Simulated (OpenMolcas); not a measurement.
Ag3+ among 4 point charges of -2.5 e arranged as a square (D4h).

* Program: OpenMolcas
* Method: SS-CASPT2, IPEA 0.25 Eh, imaginary shift 0.1 Eh (closed shells correlated: 4s 4p)
* Basis: ANO-RCC-VDZP [6s5p3d1f]
* Scalar Hamiltonian: DKH2, point nucleus
* Active space: 8 electrons in 5 orbitals (4d)
* State averaging: 2S+1 = 3 even, 10 roots; 2S+1 = 1 even, 15 roots
* Spin-orbit coupling: state interaction with AMFI integrals over the reference wave functions

All point charges move together. At R = 1.97 Å the first state of the same spin is 6670 cm-1, and at R = 2.28 Å it is 1900 cm-1.

Task: A third run gives 4970 cm-1. What distance was it run at?

Result: With a power law R^-n the two known points give n = -ln(1900 / 6670) / ln(2.28 / 1.97) = 8.59. Then R = 1.97 × (6670 / 4970)^(1/8.59) = 2.039 Å. The run was at 2.06 Å, so the estimate is off by -0.021 Å.

This shell can be high or low spin here, a state of another spin lies low, and with metal d orbitals alone active their balance is uncertain, so the ground spin may be wrong. Point charges give a weaker field than real ligands, and real ions of this kind are as a rule low spin; the high spin found here belongs to the model. Free-ion shares, where given, are those of the reference states; single-state CASPT2 does not remix them. This is an electrostatic model: the charges have no orbitals. No measured value stands beside these numbers.
